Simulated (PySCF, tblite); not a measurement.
Species: 2-methyl-1-pentanethiol, C6H14S.
Cartesian coordinates in Å at the GFN2-xTB level; atoms count from 1:
```xyz
21
C6H14S angstrom
C     -2.795    0.774   -0.156
C     -1.588   -0.120   -0.407
C     -0.343    0.416    0.297
C      0.934   -0.358   -0.042
C      0.920   -1.772    0.538
C      2.163    0.376    0.491
S      2.418    2.017   -0.266
H     -3.679    0.368   -0.643
H     -2.618    1.774   -0.546
H     -2.996    0.853    0.910
H     -1.811   -1.127   -0.051
H     -1.398   -0.179   -1.481
H     -0.499    0.395    1.378
H     -0.202    1.460    0.004
H      1.020   -0.429   -1.134
H      1.843   -2.293    0.294
H      0.819   -1.736    1.620
H      0.091   -2.344    0.131
H      3.071   -0.204    0.325
H      2.061    0.573    1.558
H      2.581    1.573   -1.511
```

Jobs on this species (21 atoms, 66 electrons) with PySCF (density fitting) and tblite. Hardware of each: Arm Neoverse N1, one thread, no GPU, on a shared host. The host was shared with other jobs, so the times are rough.

```
level and settings                                                                        work  basis functions  SCF cycles  wall time
          GFN2-xTB                                               Hessian by finite differences                –           –          ?
     PBE0/pcSseg-1  shieldings, charges and field gradients, density and orbital grids written              196          12       69 s
          GFN2-xTB                                                           L-BFGS relaxation                –           –      1.1 s
```

Problem. Fill in the missing figures.

Solution. 
- GFN2-xTB; Hessian by finite differences: 1.2 s

Problem. What do all jobs in the table cost together?

Solution. About 71 s; the longest takes about 97 % of that, and about 63 times as long as the shortest.
